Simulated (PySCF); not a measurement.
Level of theory: PySCF with CAM-B3LYP-D3(BJ)/def2-TZVP. Gas-phase values, no solvent. 

Reference species (SMILES): `[c]1ccc[nH]1` (neutral, multiplicity 2).

```
Item                              Value
-----------------------------  --------
highest occupied spin orbital  -7.43 eV
```

Changed species: `[c]1cc[nH]c1` (H atom removed from C1; the reference has H atom removed from C3).

Give the shifts of the highest occupied spin orbital.

the highest occupied spin orbital falls by 0.11 eV, to -7.54 eV.
